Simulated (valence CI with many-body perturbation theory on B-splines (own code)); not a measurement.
# Energy levels of Ce9+

Computed by relativistic CI+MBPT: three valence electrons over a frozen Dirac-Fock core [Kr] 4d10, a basis of 8 s, 8 p, 9 d, 9 f, 6 g, 3 h, 2 i functions for each j, with the one-electron correlation potential Σ1, the two-electron term Σ2, the three-electron term Σ3, Breit, model QED; selected CI, second order for the rest, scaled by the run's own slope (own B-spline code, finite nucleus).

No measured levels were compared; by estimate levels hold to about 250 cm⁻¹ or 0.2 % of their energy and the worst to 1 %, as in measured heavy ions of charge 2 to 7; those with d or f electrons hold less well. Core correlation moves these levels by up to 41000 cm⁻¹, and in measured spectra 5 to 20 % of such shifts remained as error; rates that hang on mixing are uncertain with them.

Levels 46 to 61 of 61, with energies above the lowest level, 5s²5p ²P°_1/2. "Leading %" is the weight of the configuration and term that name the level; weights of strongly mixed levels are sums over their largest components and can fall short. In the jj column 3d3/2^4 stands for four electrons in 3d with j = 3/2. Lifetimes count E1, E2, E3, M1 and M2 decay at the calculated energies, and are blank where another channel may lead or the interval is too uncertain; long ones can be off by a factor of two.

```tsv
No.	Configuration	Term	J	E (cm⁻¹)	Leading %	Lifetime	Leading jj	g
46	4f²5s	²G	7/2	271910	92	3.55 ns	4f5/2 4f7/2 5s (55 %)	0.898
47	4f²5s	²G	9/2	272660	76	6.05 ns	4f7/2^2 5s (57 %)	1.085
48	4f²5s	²H	11/2	273180	99		4f7/2^2 5s (64 %)	1.090
49	4f²5s	²F	5/2	276390	94	7.34 ns	4f5/2 4f7/2 5s (57 %)	0.873
50	4f²5s	²F	7/2	278410	95	13.1 ns	4f7/2^2 5s (62 %)	1.134
51	4f²5s	²D	3/2	280830	81	150 ps	4f7/2^2 5s (38 %)	0.807
52	4f²5s	²D	5/2	281540	79	340 ps	4f5/2 4f7/2 5s (38 %)	1.210
53	4f²5s	⁴P	1/2	285500	99	4.44 μs	4f5/2^2 5s (43 %)	2.667
54	4f²5s	⁴P	3/2	285980	98	6.07 ns	4f5/2 4f7/2 5s (90 %)	1.725
55	4f²5s	⁴P	5/2	286790	92	2.01 ns	4f7/2^2 5s (57 %)	1.573
56	4f²5s	²I	13/2	288010	99		4f5/2 4f7/2 5s (83 %)	1.076
57	4f²5s	²I	11/2	288060	99		4f5/2 4f7/2 5s (82 %)	0.923
58	4f²5s	²P	1/2	296720	98	5.08 ns	4f5/2 4f7/2 5s (68 %)	0.670
59	4f²5s	²P	3/2	296900	61	55.1 ps	4f5/2 4f7/2 5s (47 %)	1.128
60	5s²5d	²D	3/2	298640	37	38.2 ps	5s^2 5d3/2 (37 %)	1.005
61	5s²5d	²D	5/2	302320	70	24.5 ps	5s^2 5d5/2 (70 %)	1.201
```

Names give the largest LS component (configuration and term), which can be under half, so a name can repeat, a term be missing and a line seem to break the LS rules; names also repeat where a configuration has a term twice.

Where two levels of one J and parity lie close, their mixing, g and order are uncertain.
